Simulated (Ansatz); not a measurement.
Input file for Ansatz (a first-principles code): R-RI-MP2/aug-cc-pVTZ on N2 (SMILES N#N) with ghost functions. Files ending in .json are basis or fitting sets from the Basis Set Exchange.

Ansatz 0.2 input:
```yaml
crystal:
  periodic: [false, false, false]
  atoms:
    - {symbol: N, position_ang: [0.35842510, 0.06215926, -0.26468266]}
    - {symbol: N, position_ang: [-0.49305022, -0.03038760, 0.41040955]}
basis:
  gaussian:
    orbitals: aug-cc-pVTZ
    fitting: {mean_field: def2-universal-JKFIT, correlation: aug-cc-pVTZ-RIFIT.json}
    ghost_atoms:
      - {symbol: F, position_ang: [0.45482905, -1.32388015, 3.22630784]}
      - {symbol: C, position_ang: [-0.28617030, -0.29035298, 3.71541005]}
      - {symbol: F, position_ang: [0.34820386, 0.87625533, 3.41045677]}
      - {symbol: H, position_ang: [-0.34194926, -0.38395985, 4.80114711]}
      - {symbol: H, position_ang: [-1.26047995, -0.29658130, 3.22579492]}
magnetization: {spin_polarized: false}
correlation: {method: mp2, electrons: outside_noble_gas}
scf: {lower_state_search: off}
```

**Question.** Predict the final total energy.

**Answer.** -109.3637 hartree.
